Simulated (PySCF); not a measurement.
**Computed data sheet: `N(C)(C(=O)[SiH2][SiH2]P)C`**

Compound: C₃H₁₂NOPSi₂.
Z-matrix (Å and degrees, PBE0-D3(BJ)/def2-SVP geometry), rows numbered from 1:
```
C 
N   1  1.4428
C   2  1.4362  1  116.99
C   2  1.3611  1  119.47  3   179.06
O   4  1.2245  2  122.73  1     0.71
Si  4  1.9391  2  122.24  1  -179.47
Si  6  2.3383  4  101.39  2   178.51
P   7  2.2752  6  108.06  4  -175.49
H   1  1.0968  2  108.05  3  -179.41
H   1  1.1032  2  110.83  3   -59.57
H   1  1.1032  2  110.84  3    60.75
H   3  1.0988  2  110.64  1  -177.58
H   3  1.1036  2  111.02  1   -58.01
H   3  1.1042  2  111.40  1    62.37
H   6  1.4987  4  112.35  2    58.05
H   6  1.4997  4  111.30  2   -61.79
H   7  1.4927  6  109.01  4   -59.56
H   7  1.4936  6  109.80  4    61.11
H   8  1.4298  7   93.82  6   -73.33
H   8  1.4293  7   94.73  6  -167.20
```

Among its groups: Si–H bond and C–Si bond.

PBE0-D3(BJ)/def2-SVP geometry optimisation, gas phase (PySCF):

```
Rotational constants A, B, C : 3.292, 0.451, 0.404 GHz
```

wB97X-D/def2-SVPD ground state, ΔSCF and vertical TDDFT (core frozen in the response) (PySCF):

```
Dipole moment                                                     : 3.65 D
HOMO energy                                                       : -9.02 eV
LUMO energy                                                       : 1.37 eV
HOMO–LUMO gap                                                     : 10.39 eV
Lowest singlet excitation                                         : 4.92 eV (252 nm, f = 0.002)
Strongest line among the 10 lowest singlet transitions            : S3 at 6.36 eV (195 nm, f = 0.212)
Lowest triplet excitation (Tamm–Dancoff)                          : 4.35 eV
Static isotropic polarisability                                   : 137.4 au
Vertical ionisation energy                                        : 8.99 eV
Electronic spatial extent ⟨r²⟩ about the centre of nuclear charge : 2676 bohr²
```

**CAM-B3LYP/pcSseg-1 ground state and GIAO shieldings, non-relativistic (PySCF)**

```
13C chemical shifts (computed TMS as zero) by class         : 187.2 (C4), 39.2 (C3), 29.4 (C1) ppm
1H chemical shifts (computed TMS as zero) by class          : 4.40 (H15/H16), 4.19 (H17/H18), 2.89 (H12/H13/H14), 2.89 (H9/H10/H11), 1.56 (H19/H20) ppm
Isotropic shieldings of nuclei other than C and H, by class : 126 (N2), -168 (O5), 410 (Si6), 420 (Si7), 590 (P8) ppm
```

Monoisotopic mass (most abundant isotopes): 165.0195 u.

The largest Löwdin shares of the HOMO are 0.47 on O5, 0.14 on P8, 0.10 on C4 and 0.09 on Si6. No computed singlet falls in the visible range (750 to 380 nm, 1.65 to 3.26 eV); S1 lies 1.66 eV above its blue end. The ΔSCF ionisation energy falls short of −ε(HOMO) by 0.03 eV with wB97X-D. The 10 singlets span 4.92 to 7.07 eV, and their oscillator strengths add up to 0.36. The principal polarisabilities are 103.2, 127.9 and 181.2 au; their mean is the isotropic value. The rotational constants make it an asymmetric top with κ = (2B − A − C)/(A − C) = -0.97, nearer the prolate limit (−1).

 NMR classes are plain means over equivalent atoms (diastereotopic ones count apart unless rotation or inversion swaps them), as if these changed places fast; in this geometry the members of some classes differ.

For the TDDFT job (wB97X-D/def2-SVPD), hardware: one thread, Intel Xeon at 2.50 GHz (x86_64), no GPU, on a shared host. Cost: 25 min of wall time (with the writing of density and orbital grids), 1.3 GiB resident at most.

One conformer stands for the species.
